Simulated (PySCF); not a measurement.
**Correlation energy of Rh³¹⁺ (rhodium, charge +31)**

[Ne] 3s2 3p2, high-spin 3P determinant. Computed with PySCF 2.14 in an uncontracted even-tempered set (18 s from 4.4 bohr⁻², ratio 2.5; 12 p from 5.7 bohr⁻², ratio 2.5; 5 d from 24 bohr⁻², ratio 2.7; 4 f from 36 bohr⁻², ratio 2.7), with scalar relativity by spin-free X2C-1e. Frozen: 1s2; 12 electrons correlated; the 22 highest virtual orbitals of each spin left out.

```
  level  correlation energy (mhartree)
   CCSD                        -509.89
    (T)                          -1.36
CCSD(T)                        -511.25
```

Diagnostics: T1 = 0.00093, D1 = 0.0041, largest double amplitude 0.064.

Spin-orbit coupling is strong in this species (close to jj coupling), so the high-spin LS determinant is a model state, not a physical level.

Cost of the coupled-cluster step: roughly 28 core-seconds, for 12 correlated electrons.

At this charge the one-electron X2C treatment keeps the bare 1/r₁₂, with no two-electron picture change or Breit term. The effect here is smaller than on the frozen 1s shell; and a scalar Hamiltonian misses the large spin-orbit splitting of the p shells, which matters for ns² → np² pairs.

Spin-orbit coupling is strong in this species, so the high-spin LS determinant is a model state.
